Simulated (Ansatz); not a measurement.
```
atom    x (Å)    y (Å)    z (Å)
   B   0.0459   0.0052  -1.3555
   C  -0.0220   0.0415   0.1996
   O   0.0075  -0.0426   1.3397
   H  -0.0123  -1.1327  -1.6461
   H  -1.0127   0.5534  -1.6755
   H   1.0223   0.5471  -1.6685
```

Basis set: def2-TZVP (spherical functions). Frozen core: 3 orbitals. Charge 0, multiplicity 1.

Computed with Ansatz (development build ahead of 0.2.0); each method stands on the lowest determinant of its kind that the runs found. Restricted open shells among the atoms or ions are ROHF, correlated in semicanonical orbitals with singles.

Q: Give the atomization energy at this shape (free ground-state atoms in the same class of orbitals less the molecule, no zero-point energy) of singlet CH₃BO by RHF-MP2, RHF.

A:

```csv
method,atomization energy
RHF-MP2,560.52 kcal/mol
RHF,418.76 kcal/mol
```
